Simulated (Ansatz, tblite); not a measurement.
Forces on AsS₂⁺ at its PBE0-D4/def2-TZVP geometry. Charge 1, multiplicity 1.

The xTB rows come from tblite. Another isomer (singlet) lies 0.74 eV lower at PBE0-D4/def2-TZVP; other spin states weren't run for this one.

GFN1-xTB (tblite), largest force 0.49 eV/Å:

```xyz
3
positions Å, forces eV/Å
As    0.000    0.000    0.000    0.000    0.000    0.000
S     0.928   -0.349   -1.681    0.231   -0.087   -0.418
S    -0.928    0.349    1.681   -0.231    0.087    0.418
```

GFN2-xTB (tblite), largest force 2.27 eV/Å:

```
As 0.000 0.000 0.000
S 1.079 -0.406 -1.953
S -1.079 0.406 1.953
```

PBE-D4/def2-TZVP (Ansatz), largest force 0.84 eV/Å:

```
As 0.000 0.000 0.000
S 0.402 -0.151 -0.728
S -0.402 0.151 0.728
```
